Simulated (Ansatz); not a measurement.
`[BH2][Zn][F]` + `CC[Se][SiH2]C` → `C[CH2][Zn][F]` + `B[Se][SiH2]C`  (redistribution)

Calculated with Ansatz (gas phase, PBE0-D4/def2-TZVP geometries, no zero-point term in ΔE). CCSD(T)/CBS is the MP2 limit (def2-TZVPP, def2-QZVPP) plus CCSD(T) − MP2 in def2-TZVPP, frozen cores. Functionals use def2-TZVPP. B3LYP here is the variant with VWN-RPA as its local correlation; programs differ in this. For Se, Zn outer-core shells are correlated without core-valence functions, which leaves a few kJ/mol of doubt a bond. Scalar relativity is left out up to krypton. One conformer a species, not always the lowest.

(1) Is it downhill or uphill in electronic energy at CCSD(T)/CBS, and by how much? (Best estimate.)

(2) What do these levels give: B3LYP-D4, B2PLYP, PBE, B3LYP, MP2/def2-QZVPP, HF/CBS(def2)? (An estimate is asked.)

Largest T1 diagnostic among the species: 0.016.

Results:

(1) The calculation gave: Downhill: ΔE = -1.26 eV.

(2) Computed: B3LYP-D4 -1.20, B2PLYP -1.26, PBE -1.29, B3LYP -1.23, MP2/def2-QZVPP -1.32, HF/CBS(def2) -1.12 eV.

In def2-TZVPP, CCSD(T) changes the Hartree–Fock value by −0.13 eV (the triples alone add −0.03 eV) and MP2 by −0.20 eV. The D4 term adds +0.04 eV with B3LYP and +0.02 eV with PBE0; it sums over pairs of atoms, weighted by their polarisabilities, and B3LYP, whose exchange is more repulsive, gets the larger term.
